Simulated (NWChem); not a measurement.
System: SiH2S, singlet; SMILES [SiH]S

```xyz
4

Si     0.0959     1.1547     0.0000
H     -1.4327     1.2525     0.0000
S     -0.0589    -0.9693     0.0000
H      1.2664    -1.2459     0.0000
```
Atoms are numbered in this order, from 1.

Program: NWChem. Geometry optimised at PBE0/def2-SVP; all other runs use it. Low-valent species are run as closed-shell singlets; no triplet was tried in these runs.

```json
[
 {"quantity": "anisotropy (bohr³), static", "level": "CAM-B3LYP/def2-SVPD", "value": "24.2"},
 {"quantity": "−ε(HOMO) (eV)", "level": "CAM-B3LYP/def2-SVP", "value": "…"},
 {"quantity": "vertical, lowest state with f > 0.02, singlet (eV)", "level": "CAM-B3LYP/def2-SVPD, TDA", "value": "…"},
 {"quantity": "cavity-dispersion-structure term (kcal/mol) in n-hexane", "level": "PBE0/def2-SVP, SMD", "value": "-1.8"},
 {"quantity": "dipole (D)", "level": "PBE0/def2-SVP", "value": "0.74"},
 {"quantity": "highest harmonic frequency (cm⁻¹)", "level": "PBE0/def2-SVP", "value": "…"}
]
```

Q: Complete the blanks.

A: 
- −ε(HOMO) (eV), value: 8.05
- vertical, lowest state with f > 0.02, singlet (eV), value: 3.27
- highest harmonic frequency (cm⁻¹), value: 2691
